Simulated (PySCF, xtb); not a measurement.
ReO₂F₃, SMILES [O]=[Re](=[O])([F])([F])[F], multiplicity 1.

Harmonic wavenumbers (cm⁻¹) from GFN2-xTB run with xtb 6.7.1 at its own minimum, in rising order: 97, 252, 255, 273, 285, 329, 355, 475, 552, 569, 882, 911.

What does PySCF with B3LYP-D3(BJ)/def2-SVP give at its own minimum? (Estimate from the structure and the level; the computed values follow.)

97, 254, 275, 297, 336, 357, 372, 643, 704, 713, 1032, 1065. Paired by order, the mean absolute difference is 76 cm⁻¹ and the zero-point energies are 7.5 and 8.8 kcal/mol.
